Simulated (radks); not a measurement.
Problem. These are the eigenvalues of the occupied orbitals of an atom or ion with whole-number occupations (eV). Method: scalar-relativistic Kohn-Sham, LDA (Slater exchange, Perdew-Wang correlation), spin-unpolarised, spherical densities, finite nucleus; Fermi nuclear charge, rms radius of each element as measured or else 0.836 A^(1/3) + 0.57 fm; computed with a radial shooting solver on a logarithmic mesh with Libxc functionals.

| orbital | eigenvalue |
|---|---|
| 1s | -43393.00 |
| 2s | -7054.594 |
| 2p | -6313.989 |
| 3s | -1565.470 |
| 3p | -1331.846 |
| 3d | -1006.548 |
| 4s | -343.4969 |
| 4p | -266.2253 |
| 4d | -156.1010 |
| 5s | -66.7461 |
| 5p | -45.5106 |
| 4f | -37.3208 |
| 6s | -13.6848 |
| 6p | -8.9279 |

Which element is it, and in what charge state? The configuration may be excited.

Solution. Z = 60, neodymium, charge +1: Nd+ in [Xe] 4f1 6s2 6p2. The list shows which subshells hold electrons but not how many an open one holds; the 1s level, -1594.7 hartree, gives Z - s = 56.5 by -(Z - s)^2/2, which with screening and relativity narrows Z to a few neighbours, and the depths of the outer levels then fix element, charge and occupations together.
